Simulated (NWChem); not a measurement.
[AlH]([F])[Br] (AlHBrF), optimised at PBE0/def2-SVP with NWChem:

```
Item                               Result
---------------------------------  ------
highest occupied level (eV)         -8.79
orbital gap (eV)                     7.60
dipole (D)                           1.22
highest harmonic frequency (cm⁻¹)    2030
zero-point energy (kcal/mol)          6.7
```

This build's default masses of Se (78.918 u) and Br (79.917 u) are each other's, which moves their modes by up to 0.6 %.

Task: One Al atom is replaced by Ga, giving [Br][GaH][F] (GaHBrF), optimised at the same level. How do these values move?

Result: 
| quantity | new value | change |
|---|---|---|
| highest occupied level (eV) | -8.67 | +0.12 |
| orbital gap (eV) | 7.15 | -0.45 |
| dipole (D) | 1.97 | +0.75 |
| highest harmonic frequency (cm⁻¹) | 2068 | +38 |
| zero-point energy (kcal/mol) | 6.2 | -0.5 |
